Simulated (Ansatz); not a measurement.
`[Cl][Y]([Cl])[Cl]`, relaxed with RKS PBE0-D4/def2-TZVP in the Gaussian-basis code of Ansatz from a PBE-D4/def2-SVP geometry. The force threshold is 0.005 eV/Å; the program also tests the step.

Total charge 0; spin multiplicity 1. Y takes the def2 core potential.

Start:

```xyz
4

Cl   -0.697   -2.316    0.306
Y     0.020   -0.007   -0.036
Cl    2.113    0.772    0.957
Cl   -1.436    1.551   -1.228
```

| step | energy (eV) | largest force (eV/Å) | largest move (Å) |
| --- | --- | --- | --- |
| 1 | -38606.8105 | 0.122 | 0.000 |
| 2 | -38606.8112 | 0.100 | 0.019 |
| 3 | -38606.8125 | 0.009 | 0.008 |
| 4 | -38606.8127 | 0.002 | 0.026 |
| 5 | -38606.8127 | 0.001 | 0.009 |

End:

```xyz
4

Cl   -0.689   -2.316    0.294
Y     0.000    0.000    0.000
Cl    2.109    0.771    0.939
Cl   -1.419    1.545   -1.233
```

It took 41 s on 2 threads of a server CPU on a shared host, with 0.43 GiB of host memory at the peak.
